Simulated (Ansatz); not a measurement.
A run for Ansatz (an electronic-structure program): SC-NEVPT2 on CASSCF(2,2)/def2-TZVPPD on FHMg (SMILES [F][MgH]), a point of a bond scan (R = 4.540 Å). Files ending in .json are basis or fitting sets from the Basis Set Exchange.

Ansatz 0.2 input:
```yaml
crystal:
  periodic: [false, false, false]
  atoms:
    - {symbol: Mg, position_ang: [-0.00000000, -0.00000000, -0.64398300]}
    - {symbol: H, position_ang: [0.00000000, 0.00000000, -5.18413187]}
    - {symbol: F, position_ang: [0.00000000, 0.00000000, 1.11703507]}
basis:
  gaussian:
    orbitals: def2-TZVPPD.json
    pivot_positions_ang: [[-0.00000000, -0.00000000, -0.64398300], [0.00000000, 0.00000000, -5.18413187], [0.00000000, 0.00000000, 1.11703507]]
magnetization: {spin_polarized: false}
correlation: {method: sc_nevpt2, electrons: outside_noble_gas, active_space: {window: {electrons: 2, orbitals: 2}}}
output: {orbitals: {seedname: ./end}}
```

The log:

```
WARN ansatz: RAYON_NUM_THREADS=1 ignored (pool sized by the plan → 1); use --threads N
Functional definition: HF
integrals: 0.03 GiB planned
694 factors; integrals over basis functions are off by at most 5.8e-4 eV
mean field: 0.14 GiB planned
mean field evaluation 1: about -8148.0011 eV, gradient 3.5e1 eV
mean field evaluation 2: about -8148.0012 eV, gradient 3.5e1 eV
mean field evaluation 4: about -8150.7565 eV, gradient 1.5e0 eV
mean field evaluation 8: about -8150.7814 eV, gradient 3.2e-4 eV
mean field evaluation 16: about -8149.5492 eV, gradient 1.0e-3 eV
mean field -8150.78144575 eV, -299.5356933331 hartree, gradient 1.1e-6 eV, S^2 0.000000; 2 other end points of the search recorded, 0 dependent functions left out; unrestricted orbitals would lower it
reference -8150.78144575 eV, -299.5356933331 hartree; 11, 11 occupied and 81, 81 virtual orbitals, 694 factors
configuration interaction: 0.13 GiB planned
configuration interaction: 0.00 GiB planned
state -8153.74316405 eV, -299.6445344734 hartree
state -8153.74316405 eV, -299.6445344734 hartree; corrected -8161.35074829 eV, -299.9241080374 hartree
Total energy: -8161.35074829 eV, -299.9241080374 hartree
```

The run converged.

Cost: around 1.8 core-seconds (rough).
